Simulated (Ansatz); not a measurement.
Mulliken charges of `CS[SiH2]I` from r2SCAN/def2-TZVPP in Ansatz (PBE0-D4/def2-TZVP geometry).

| atom | x (Å) | y (Å) | z (Å) | charge (e) |
| --- | --- | --- | --- | --- |
| C1 | -0.069 | 1.256 | -0.884 | -0.153 |
| S2 | 1.251 | 0.045 | -0.593 | -0.199 |
| Si3 | 0.336 | -1.136 | 0.896 | 0.359 |
| I4 | -1.696 | -2.251 | 0.098 | -0.176 |
| H5 | 0.307 | 1.950 | -1.636 | 0.090 |
| H6 | -0.303 | 1.808 | 0.026 | 0.093 |
| H7 | -0.963 | 0.764 | -1.266 | 0.100 |
| H8 | 1.322 | -2.167 | 1.288 | -0.056 |
| H9 | -0.095 | -0.314 | 2.053 | -0.058 |

Task: By hand: the dipole of these point charges (1 e Å = 4.8032 D).

Result: Σ q r = (0.015, 0.347, 0.095) e Å, of length 0.360 e Å = 1.73 D.

Task: How does the dipole of the full density compare? (An estimate is asked.)

Result: The calculation gave: (-0.023, 0.328, 0.024) e Å, 1.58 D; the point charges give 1.09 times that, at 13° from its direction.

Point charges leave out the atoms' own dipoles, such as those of lone pairs, and Mulliken's split depends on the basis, so the close match here is no proof of good charges.
